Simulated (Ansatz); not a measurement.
Species: sum formula SiNH₂Cl₃, charge 0, multiplicity 1. 
Coordinates optimised at B3LYP-D3(BJ)/def2-TZVP (Ansatz, an electronic-structure program):
```xyz
7

Si     0.2708     0.0417     0.0361
Cl    -0.1595    -1.3078    -1.4515
Cl    -0.5275    -0.7021     1.7626
Cl    -0.6134     1.8065    -0.4882
N      1.9125     0.3281     0.2928
H      2.4852    -0.3360     0.7888
H      2.4424     0.9139    -0.3326
```

CCSD(T) with Ansatz in growing basis sets, 32 correlated electrons. Correlated levels leave the core frozen unless marked. Open shells are spin-unrestricted. No spin-orbit coupling. Non-relativistic. Costs are ratios of core time to the smallest set, on shared machines of one kind, and rough; they hold the program's checks for lower states.

```
basis            functions  cost over smallest  E(corr) (Eh)  electronic atomisation energy (kcal/mol)
---------------  ---------  ------------------  ------------  ----------------------------------------
aug-cc-pV(D+d)Z        169                  1×       -0.7976                                     516.5
aug-cc-pV(T+d)Z        312                  7×       -1.0073                                     553.5
```

Formally CCSD grows as o²v⁴ and (T) as o³v⁴; with o = 16 and v going from 132 to 275 both grow 19-fold in the last step, while integrals and the mean field grow more slowly. That step adds 209.8 mEh of correlation energy and 36.9 kcal/mol to the atomisation energy.
